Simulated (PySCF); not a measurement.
Species: C₈H₁₀.
Geometry (GFN2-xTB, Å), atoms numbered from 1 in this order:
```xyz
18
C8H10 angstrom
C      2.6027    0.7513    1.6815
C      3.0418   -0.4945    1.7460
C      1.7918   -0.2710    1.0424
C      0.7412   -0.6638    0.3618
C     -0.3222    0.2649   -0.1240
C     -0.6815    0.1848   -1.6247
C     -2.1698    0.1193   -1.2553
C     -1.7830   -0.1112    0.2119
H      2.7432    1.7768    1.9253
H      3.7819   -1.1827    2.0763
H      0.6112   -1.7109    0.1229
H     -0.0874    1.2861    0.1808
H     -0.3179   -0.7318   -2.0859
H     -0.3722    1.0318   -2.2335
H     -2.7436   -0.6755   -1.7280
H     -2.6854    1.0648   -1.4127
H     -2.2792    0.5193    0.9470
H     -1.8804   -1.1515    0.5166
```

A PySCF run (density fitting, gas phase, GFN2-xTB geometry) gave HOMO -5.36 eV, LUMO -0.90 eV, dipole 2.01 D.

Problem. Which of these levels was it?
A. HSE06/pcSseg-1
B. wB97X-D/IGLO-II
C. PBE0/def2-SVPD
D. PBE0/pcSseg-1

Solution. A. It is HSE06/pcSseg-1. All candidates on this geometry:

```json
{"level and settings": "HSE06/pcSseg-1, start guess huckel", "kind": "screened hybrid, exact exchange at short range", "basis functions": "186", "SCF cycles": "13", "E (Eh)": "-310.3273", "HOMO (eV)": "-5.36", "LUMO (eV)": "-0.90", "dipole (D)": "2.01"}
{"level and settings": "PBE0/def2-SVPD", "kind": "global hybrid", "basis functions": "240", "SCF cycles": "14", "E (Eh)": "-310.1358", "HOMO (eV)": "-5.75", "LUMO (eV)": "-0.58", "dipole (D)": "1.99"}
{"level and settings": "PBE0/pcSseg-1", "kind": "global hybrid", "basis functions": "186", "SCF cycles": "14", "E (Eh)": "-310.3007", "HOMO (eV)": "-5.76", "LUMO (eV)": "-0.51", "dipole (D)": "2.01"}
{"level and settings": "wB97X-D/IGLO-II, fitting basis def2-qzvpp-jkfit, start guess sap", "kind": "range-separated hybrid", "basis functions": "236", "SCF cycles": "15", "E (Eh)": "-310.6791", "HOMO (eV)": "-7.47", "LUMO (eV)": "1.38", "dipole (D)": "1.98"}
```

The nearest other candidate, by the summed differences of HOMO and LUMO, is PBE0/def2-SVPD: its HOMO differs by -0.39 eV and its LUMO by +0.32 eV. wB97X-D ran without the empirical dispersion term, which would shift the total energy alone. Cycle counts include a coarse-grid stage where the run had one.
